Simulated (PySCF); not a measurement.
GeH6P2, SMILES [PH2][GeH2][PH2]. Geometry optimised at PBE-D3(BJ)/def2-SVP. This is a generated structure with no PubChem entry under its InChIKey; it may be hypothetical. One conformer was computed; it need not be the lowest.

Problem. Give the equilibrium geometry at PBE-D3(BJ)/def2-SVP (PySCF confirms it by a frequency run) as bond lengths and angles, and its point group. (Estimate from the structure and the level; the computed values follow.)

Solution. Several could match; the one computed here: point group C2.
Atoms: Ge1 P2 P3 H4 H5 H6 H7 H8 H9. Bonded distances (Å): Ge1–P2 2.351, Ge1–P3 2.351, Ge1–H4 1.554, Ge1–H5 1.554, P2–H6 1.442, P2–H7 1.442, P3–H8 1.442, P3–H9 1.442. Bond angles (°): P2–Ge1–P3 117.6, P2–Ge1–H4 107.7, P2–Ge1–H5 107.7, P3–Ge1–H4 107.7, P3–Ge1–H5 107.7, H4–Ge1–H5 108.1, Ge1–P2–H6 92.9, Ge1–P2–H7 92.9, H6–P2–H7 92.4, Ge1–P3–H8 92.9, Ge1–P3–H9 92.9, H8–P3–H9 92.4.
Charge 0, spin multiplicity 1.
